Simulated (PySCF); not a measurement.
# How methods differ on the excitation energy of Cs

Cs [Xe] 6s1 (2S) → Cs [Xe] 5d1 (2D), as a difference of total energies. Computed with PySCF 2.14 in x2c-QZVPPall (16s10p8d5f2g, 139 functions), with the spin-free X2C one-electron Hamiltonian (Gaussian nucleus). Correlated levels: valence and next inner shell: [Kr] 4d10 frozen. The calculations carry no spin-orbit coupling.

```tsv
method	excitation energy (cm⁻¹)	error (cm⁻¹)
UHF	14959	+401
LDA	13388	-1170
PBE	12291	-2267
PBE0	12682	-1876
r2SCAN	12181	-2377
MP2 (valence and next inner shell)	15141	+583
SCS-MP2 (valence and next inner shell)	15083	+526
```

Reference: 14558 cm⁻¹ (measured; NIST levels, between the centres of gravity of the two terms).
